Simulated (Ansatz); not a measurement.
Z-matrix (Å, degrees):
```
C
C 1 1.5333
H 2 1.0997 1 111.46
H 2 1.1003 3 107.70 1 -121.97
H 2 1.1033 3 108.06 4 -115.82
C 1 1.5334 2 110.85 3 178.71
H 6 1.0997 1 111.45 2 -178.73
H 6 1.1003 7 107.70 1 121.97
H 6 1.1033 7 108.07 8 115.82
B 1 1.5567 2 115.42 3 -47.69
H 10 1.2054 1 120.33 2 27.60
H 10 1.2054 11 119.01 1 -173.43
C 1 1.5647 2 109.03 3 58.68
H 13 1.1006 1 112.60 2 178.83
H 13 1.1006 14 108.77 1 -125.54
H 13 1.1033 14 107.39 15 -115.91
```
Charge 0, spin multiplicity 1.

Level of theory: frozen-core CCSD(T)/cc-pVTZ // PBE-D3(BJ)/def2-TZVP (Ansatz, an electronic-structure program).

```
Property                       Result
----------------------  -------------
HF energy               -182.59842 Ha
MP2 correlation energy    -0.81931 Ha
```

**Question.** Estimate the CCSD correlation energy, the (T) correction, the total energy and the T1 diagnostic.

**Answer.** 
```
Item                             Value
-----------------------  -------------
CCSD correlation energy    -0.87909 Ha
(T) correction             -0.03416 Ha
CCSD(T) total energy     -183.51167 Ha
T1 diagnostic                    0.009
```
